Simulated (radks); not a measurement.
Q: The arsenic ion As9+, configuration [Ar] 3d6. Calculated with a radial shooting solver on a logarithmic mesh with Libxc functionals: scalar-relativistic Kohn-Sham, PBE, spin-polarised, spherical densities, finite nucleus; open shells are filled with parallel spins first; Fermi nuclear charge, rms radius 4.0968 fm. Some entries of the table are withheld. Estimate them.

orbital,occ.,eigenvalue (Ry),<r^2> (bohr^2),<r> (bohr)
1s up,1,-877.2401,0.002787,0.04550
1s down,1,-877.2396,0.002787,0.04550
2s up,1,-125.4642,0.04845,0.2027
2s down,1,-125.1262,0.04828,0.2024
2p up,3,(1),0.03845,0.1772
2p down,3,(2),0.03827,0.1768
3s up,1,-28.73584,0.3738,0.5716
3s down,1,-28.20938,0.3774,0.5742
3p up,3,-24.49382,0.3875,0.5776
3p down,3,-23.96838,0.3926,0.5812
3d up,5,-17.59312,(3),0.5681
3d down,1,-17.03067,(4),0.5753

A: 
(1) 2p up eigenvalue (Ry): -111.9738
(2) 2p down eigenvalue (Ry): -111.7214
(3) 3d up <r^2> (bohr^2): 0.3866
(4) 3d down <r^2> (bohr^2): 0.3975
